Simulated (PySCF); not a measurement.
Isomers of H5NSi2. Isolated molecules, 0 K electronic values unless said otherwise. Strings in code marks are SMILES.

These are PySCF 2.14.0 with CAM-B3LYP-D3(BJ)/def2-TZVP values and carry that method's errors. Delta-SCF ions had no search for a lower state. Excitations are Tamm–Dancoff values on a coarser integration grid. The basis has no diffuse functions, so Rydberg states are missing or too high.

```
species               S1–T1 gap (TDA) (eV)  dipole moment (D)  HOMO–LUMO gap (eV)  vertical ionisation energy (Delta-SCF) (eV)  S1 oscillator strength
--------------------  --------------------  -----------------  ------------------  -------------------------------------------  ----------------------
`N[SiH]=[SiH2]`                       2.44               3.62                6.05                                         7.54                   0.461
`[H]/N=[SiH]\[SiH3]`                  0.59               2.84                7.68                                         9.16                   0.000
`[SiH2]=N[SiH3]`                      0.31               3.09                7.58                                         9.23                   0.000
```
